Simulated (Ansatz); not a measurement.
`C[Se][InH2]` + H–F → `[F][InH2]` + `C[SeH]` at 298.15 K and 1 bar (ligand exchange at the In–Se bond).

Isolated molecules relaxed with PBE0-D4/def2-TZVP in Ansatz; ΔE leaves out vibrations. CCSD(T)/CBS adds triple-zeta CCSD(T) − MP2 to the extrapolated MP2 energy (def2 sets, frozen cores). This one scheme is used for every species. Elements past krypton have def2 core potentials. For In, Se outer-core shells are correlated without core-valence functions, which leaves a few kJ/mol of doubt a bond. Scalar relativity is left out up to krypton.

| species | CCSD(T)/CBS energy (Eh) | H − E (kJ/mol) | S (J/(mol·K)) |
| --- | --- | --- | --- |
| `C[Se][InH2]` | -2631.58862 | 150.1 | 350.1 |
| H–F | -100.39570 | 33.5 | 173.6 |
| `[F][InH2]` | -290.81142 | 47.3 | 264.9 |
| `C[SeH]` | -2441.15625 | 129.5 | 267.5 |

H − E and S are ideal-gas, rigid-rotor, harmonic terms from PBE0-D4/def2-TZVP. 1 Eh = 2625.50 kJ/mol, R = 8.31446 J/(mol·K).

Task: By hand: ΔE, ΔH, ΔS and ΔG.

Result: ΔE = (-290.81142) + (-2441.15625) − (-2631.58862) − (-100.39570) = 0.01665 Eh = 43.7 kJ/mol. Δ(H − E) = 47.3 + 129.5 − 150.1 − 33.5 = -6.8, so ΔH = 36.9 kJ/mol. ΔS = 264.9 + 267.5 − 350.1 − 173.6 = 8.7 J/(mol·K). ΔG = 36.9 − 298.15 × (8.7)/1000 = 34.3 kJ/mol.

Task: By hand: the equilibrium constant, and the temperature at which ΔG would vanish if ΔH and ΔS stayed fixed.

Result: log₁₀ K = −ΔG/(RT ln 10) = -6.0. ΔG = 0 at ΔH/ΔS = 4241 K, far beyond where these terms or the molecules hold.

The number of gas molecules stays the same, so ΔS is small and ΔH decides. A doubt of 5 kJ/mol in ΔE shifts log₁₀ K by 0.9 here. Modes under 60 cm⁻¹, often nearly free rotors, make the harmonic entropy too high. These are equilibria of isolated gas molecules and say nothing of rates. Largest T1 diagnostic: 0.016 (customary marks: 0.02 for closed shells, 0.045 for open ones).
